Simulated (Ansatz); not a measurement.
Harmonic frequencies (cm⁻¹) at PBE0-D4/def2-TZVP from Ansatz: 137, 165, 196, 248, 269, 309, 338, 524, 728, 773, 795, 842, 917, 981, 1291, 1443, 1446, 3063, 3150, 3158, 3924.

Each molecule was computed in one conformer, which needn't be the lowest.

**Question.** Which molecule is it?
A. `C[Si](O)(F)Cl`
B. `C[Si](N)(F)Cl`
C. `O[SiH](F)CCl`
D. `O[Si](O)(O)Cl`

**Answer.** A.
